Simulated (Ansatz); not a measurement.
Consider the formal exchange of groups at a Te–C bond: `[GeH3][O]C[TeH]` + CH₃SH → `SC[TeH]` + `C[O][GeH3]`.

Calculated with Ansatz (gas phase, PBE0-D4/def2-TZVP geometries, no zero-point term in ΔE). CCSD(T)/CBS adds triple-zeta CCSD(T) − MP2 to the extrapolated MP2 energy (def2 sets, frozen cores). This one scheme is used for every species. DFT in def2-TZVPP. B3LYP here is the variant with VWN-RPA as its local correlation; programs differ in this. Elements past krypton have def2 core potentials. For Ge, Te outer-core shells are correlated without core-valence functions, which leaves a few kJ/mol of doubt a bond. Scalar relativity is left out up to krypton. One conformer a species, not always the lowest.

`[GeH3][O]C[TeH]`:

Z-matrix (Å, degrees):
```
Ge
O 1 1.791
H 1 1.540 2 108.4
H 1 1.529 2 104.5 3 -120.2
H 1 1.540 2 108.5 3 119.6
C 2 1.390 1 117.9 3 -59.5
Te 6 2.154 2 111.5 1 179.0
H 6 1.095 2 113.0 1 59.6
H 6 1.097 2 112.9 1 -64.2
H 7 1.658 6 93.1 2 -77.0
```

CH₃SH:

Z-matrix (Å, degrees):
```
C
S 1 1.806
H 1 1.089 2 111.5
H 1 1.089 2 111.5 3 -123.8
H 1 1.090 2 106.2 3 118.1
H 2 1.342 1 97.1 3 61.9
```

`SC[TeH]`:

Z-matrix (Å, degrees):
```
C
Te 1 2.157
S 1 1.794 2 111.1
H 1 1.088 2 108.8 3 116.5
H 1 1.087 2 109.3 3 -123.8
H 2 1.663 1 94.2 3 168.4
H 3 1.343 1 96.9 2 -63.6
```

`C[O][GeH3]`:

```xyz
9

C    -1.335    0.261    0.185
O    -0.401   -0.786    0.092
Ge    1.304   -0.355   -0.177
H    -2.322   -0.179    0.349
H    -1.378    0.862   -0.733
H    -1.120    0.935    1.026
H     1.420    0.426   -1.502
H     2.045   -1.693   -0.231
H     1.787    0.529    0.991
```

Q: Is it downhill or uphill in electronic energy at CCSD(T)/CBS, and by how much? (An estimate is asked.)

A: The calculation gave: Uphill: ΔE = +0.7 kcal/mol.

Q: What do these levels give: PBE-D4, r2SCAN-D4, B3LYP-D4, ωB97M-V, B3LYP, HF/def2-TZVPP, MP2/def2-TZVPP, SCS-MP2/def2-TZVPP, CCSD/def2-TZVPP, CCSD(T)/def2-TZVPP, MP2/def2-QZVPP, HF/CBS(def2)? (Estimate.)

A: Ansatz gave: PBE-D4 1.4, r2SCAN-D4 1.4, B3LYP-D4 1.2, ωB97M-V 0.9, B3LYP 1.4, HF/def2-TZVPP 0.7, MP2/def2-TZVPP 0.4, SCS-MP2/def2-TZVPP 0.3, CCSD/def2-TZVPP 0.9, CCSD(T)/def2-TZVPP 0.9, MP2/def2-QZVPP 0.3, HF/CBS(def2) 0.9 kcal/mol.

Largest T1 diagnostic among the species: 0.012.
